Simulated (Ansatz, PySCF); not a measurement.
Ansatz (a program for electronic structure) was given this input:
Ansatz 0.2 input:
```yaml
crystal:
  periodic: [false, false, false]
  atoms:
    - {symbol: Al, position_ang: [0.27124112, 0.58615795, 0.37960008]}
    - {symbol: C, position_ang: [1.86787064, -0.78580438, -0.09423932]}
    - {symbol: H, position_ang: [1.50074856, -1.73997665, -0.45832241]}
    - {symbol: H, position_ang: [2.52835634, -0.91152303, 0.75481727]}
    - {symbol: H, position_ang: [2.36361712, -0.24113003, -0.89325914]}
    - {symbol: C, position_ang: [-0.27691568, -0.98774869, 1.75013729]}
    - {symbol: H, position_ang: [-0.47945400, -1.92642443, 1.24452288]}
    - {symbol: H, position_ang: [-1.19293851, -0.57600077, 2.16514718]}
    - {symbol: H, position_ang: [0.47678327, -1.10469076, 2.51903656]}
    - {symbol: Cl, position_ang: [-1.07464571, 0.56005945, -1.18836066]}
basis:
  gaussian:
    orbitals: def2-SVPD
hamiltonian:
  xc: r2scan
magnetization: {spin_polarized: true, initial_magnetization: 2}
accuracy: high
```

Convert this to an input for PySCF.

This is not unique; one that fits is 
```python
from pyscf import gto, scf, dft

mol = gto.M(
    atom='''
Al    0.27124112    0.58615795    0.37960008
C     1.86787064   -0.78580438   -0.09423932
H     1.50074856   -1.73997665   -0.45832241
H     2.52835634   -0.91152303    0.75481727
H     2.36361712   -0.24113003   -0.89325914
C    -0.27691568   -0.98774869    1.75013729
H    -0.47945400   -1.92642443    1.24452288
H    -1.19293851   -0.57600077    2.16514718
H     0.47678327   -1.10469076    2.51903656
Cl   -1.07464571    0.56005945   -1.18836066
''',
    basis='def2-svpd',
    spin=2,
    verbose=4,
)

mf = dft.UKS(mol)
mf.xc = 'r2scan'
mf.grids.atom_grid = (99, 590)
mf.grids.prune = None
mf.kernel()
```

Both were run: Ansatz gave -782.044979 Eh and PySCF -782.044960 Eh, 0.020 mEh apart.
